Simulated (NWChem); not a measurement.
# Correlation energy of HSi (+1)

```
Si
H 1 1.5419
```
Charge +1, spin multiplicity 1.

Everything below was run with NWChem. All single points use one geometry, from PBE/def2-SVP, a minimum by its harmonic frequencies.

Basis set: def2-TZVP. Each correlation energy counts from its own Hartree-Fock reference.

| method | correlation energy (mHa) | difference from CCSD(T) |
|---|---|---|
| CCSDT | -91.3 | -0.4 |
| MP2 | -66.2 | +24.7 |
| CR-CCSD[T] | -90.8 | +0.1 |
| CCSD+T(CCSD) | -91.0 | 0.0 |
| CCSD | -89.4 | +1.6 |
| SCS-MP2 | -76.1 | +14.8 |
| CR-CCSD(T) | -90.8 | +0.1 |
| CCSD(T) | -90.9 | 0.0 |

The values span 25.2 mHa, from CCSDT (lowest) to MP2 (highest). 

The correlated methods keep 5 core orbitals frozen. The structure started from a generated list of species. Coupled-cluster values serve here as a point of comparison, not as the truth.
